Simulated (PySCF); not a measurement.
Gas-phase reaction: GaI3 + 2 GaF = 2 F + 3 GaI

Method: PySCF energies plus ideal-gas RRHO corrections (1 bar). † marks an energy on the PBE0/def2-TZVP geometry and frequencies; other levels use their own. MP2 freezes the core. Open shells (unrestricted): F (multiplicity 2); the rest are closed-shell singlets. Spin-orbit splitting is ignored; it lowers the true energy and changes the entropy of F. I: scalar-relativistic def2 core potential, no spin-orbit coupling. Ga: all electrons, no relativistic terms. MP2 isn't extrapolated to the basis-set limit.

| level | ΔH°(298 K), kJ |
|---|---|
| HF/def2-TZVP† | 594 |
| MP2/def2-SVP† | 905 |
| MP2/def2-TZVPP† | [?] |
| PBE/def2-SVP | [?] |
| PBE0/def2-QZVP† | [?] |
| PBE0/def2-SVP† | [?] |
| LDA/def2-TZVP† | 1051 |
| ωB97M-V/def2-TZVP† | 877 |

Question: Complete the blanks.

Answer: 
- MP2/def2-TZVPP†, ΔH°(298 K), kJ: 954
- PBE/def2-SVP, ΔH°(298 K), kJ: 891
- PBE0/def2-QZVP†, ΔH°(298 K), kJ: 856
- PBE0/def2-SVP†, ΔH°(298 K), kJ: 842
